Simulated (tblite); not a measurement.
Compound: C5H14NPSi2.
Atom-mapped SMILES: `[CH2:1]=[CH:2][C@@H:3]1[CH2:4][C@@H:5]1[Si@@H:6]([PH2:7])[NH:8][SiH3:9]` (hydrogens: H10, H11 on C1; H12 on C2; H13 on C3; H14, H15 on C4; H16 on C5; H17 on Si6; H18, H19 on P7; H20 on N8; H21, H22, H23 on Si9)

Computed with GFN2-xTB (tblite), gas phase: L-BFGS steps from a force-field or distance-geometry start until the largest atomic force falls under 0.01 eV/Å.

Step 45: E = -727.3361 eV
```
atom  x, y, z in Å  |  force x, y, z in eV/Å
C1      1.4648    2.5299    0.0574    0.060   0.037   0.039
C2      1.6998    1.2387   -0.1026    0.028   0.035   0.005
C3      1.5216    0.2398    0.9613    0.003   0.018  -0.029
C4      1.9480   -1.1780    0.7369   -0.002   0.051   0.009
C5      0.4845   -0.8516    0.7708   -0.016  -0.001  -0.008
Si6    -0.6134   -0.9421   -0.7648   -0.034  -0.039   0.014
P7     -1.1142   -3.0635   -1.3361   -0.003   0.036   0.003
N8     -2.1465   -0.2338   -0.3785    0.023   0.034  -0.011
Si9    -2.5177    1.4232   -0.0065    0.011   0.001  -0.005
H10     1.5755    3.2440   -0.7392    0.040  -0.023  -0.026
H11     1.1633    2.9291    1.0107   -0.056   0.021   0.027
H12     2.0273    0.8556   -1.0593   -0.048   0.006  -0.020
H13     1.6074    0.6489    1.9629   -0.019  -0.054  -0.015
H14     2.3681   -1.7312    1.5659    0.012   0.019  -0.037
H15     2.4015   -1.4152   -0.2162   -0.043  -0.007   0.032
H16    -0.0230   -1.1438    1.6852   -0.013   0.004   0.004
H17     0.0164   -0.3126   -1.9375   -0.032  -0.039   0.026
H18     0.1997   -3.4780   -1.4131    0.006  -0.007   0.008
H19    -1.2372   -3.5075   -0.0333    0.005  -0.024  -0.004
H20    -2.9385   -0.7815   -0.6758    0.012   0.001   0.000
H21    -2.2318    2.2901   -1.1532    0.028   0.004   0.010
H22    -1.7099    1.8210    1.1446    0.012  -0.039  -0.029
H23    -3.9504    1.4456    0.2962    0.024  -0.034   0.007
```

Step 46: E = -727.3373 eV
```
atom  x, y, z in Å  |  force x, y, z in eV/Å
C1      1.4673    2.5329    0.0582    0.059   0.022   0.028
C2      1.6974    1.2407   -0.1023    0.034   0.031   0.008
C3      1.5211    0.2418    0.9621   -0.041   0.018  -0.029
C4      1.9486   -1.1748    0.7373   -0.010   0.030   0.007
C5      0.4845   -0.8524    0.7715   -0.023   0.027  -0.002
Si6    -0.6156   -0.9445   -0.7631    0.019   0.016   0.004
P7     -1.1159   -3.0621   -1.3344   -0.025  -0.002  -0.030
N8     -2.1485   -0.2344   -0.3811    0.040   0.022  -0.005
Si9    -2.5164    1.4222   -0.0062    0.002  -0.006   0.010
H10     1.5790    3.2450   -0.7407    0.033  -0.024  -0.006
H11     1.1683    2.9327    1.0124   -0.048   0.024   0.012
H12     2.0209    0.8553   -1.0599   -0.050   0.018  -0.009
H13     1.6042    0.6506    1.9641   -0.012  -0.054  -0.022
H14     2.3691   -1.7287    1.5650    0.022   0.013  -0.023
H15     2.4001   -1.4117   -0.2162   -0.027  -0.009   0.014
H16    -0.0225   -1.1453    1.6863   -0.004   0.009  -0.002
H17     0.0174   -0.3128   -1.9355   -0.049  -0.057   0.049
H18     0.1962   -3.4799   -1.4149    0.016  -0.005   0.009
H19    -1.2385   -3.5102   -0.0340    0.005  -0.026   0.013
H20    -2.9386   -0.7831   -0.6801   -0.011   0.002  -0.002
H21    -2.2299    2.2871   -1.1533    0.032   0.017   0.006
H22    -1.7030    1.8111    1.1449   -0.002  -0.033  -0.041
H23    -3.9499    1.4478    0.2958    0.039  -0.034   0.009
```

Q: Estimate the geometry and energy of step 47. (The exact step hangs on the optimiser's Hessian estimate; all steps are aligned on step 46, rigid shifts and turns removed.)

A: E = -727.3385 eV, largest force 0.100 eV/Å
```
atom  x, y, z in Å  |  force x, y, z in eV/Å
C1      1.4713    2.5367    0.0597    0.043   0.003   0.022
C2      1.6951    1.2432   -0.1021    0.029   0.026   0.006
C3      1.5197    0.2441    0.9621   -0.076   0.011  -0.021
C4      1.9492   -1.1710    0.7382   -0.022   0.001   0.000
C5      0.4843   -0.8532    0.7721   -0.021   0.049   0.008
Si6    -0.6171   -0.9471   -0.7617    0.061   0.056  -0.001
P7     -1.1183   -3.0609   -1.3333   -0.034  -0.046  -0.048
N8     -2.1488   -0.2339   -0.3843    0.039   0.000   0.000
Si9    -2.5146    1.4216   -0.0056   -0.004  -0.010   0.013
H10     1.5831    3.2455   -0.7425    0.029  -0.017   0.017
H11     1.1729    2.9371    1.0149   -0.026   0.020  -0.020
H12     2.0119    0.8550   -1.0614   -0.046   0.036   0.009
H13     1.6003    0.6515    1.9647   -0.006  -0.042  -0.020
H14     2.3705   -1.7253    1.5646    0.029   0.011  -0.005
H15     2.3986   -1.4091   -0.2151   -0.010  -0.008  -0.010
H16    -0.0226   -1.1470    1.6871    0.005   0.017  -0.007
H17     0.0180   -0.3150   -1.9338   -0.054  -0.065   0.054
H18     0.1924   -3.4823   -1.4170    0.015   0.001   0.008
H19    -1.2399   -3.5140   -0.0348    0.003  -0.022   0.021
H20    -2.9376   -0.7840   -0.6837   -0.026   0.006  -0.002
H21    -2.2279    2.2856   -1.1527    0.035   0.029   0.003
H22    -1.6966    1.8016    1.1452   -0.008  -0.023  -0.041
H23    -3.9486    1.4478    0.2954    0.046  -0.031   0.013
```

The energy changes by -0.0013 eV. The first-order estimate −F·Δx gives -0.0017 eV and the mean of the old and new forces, exact on a quadratic surface, -0.0013 eV. The step makes an angle of 69° with the force vector and moves no atom by more than 0.011 Å.

What follows is the cost of the whole relaxation. Hardware: an Intel Xeon 6975P-C with one thread, shared host with 32 logical CPUs at a one-minute load of 19. Cost: 2.2 s.
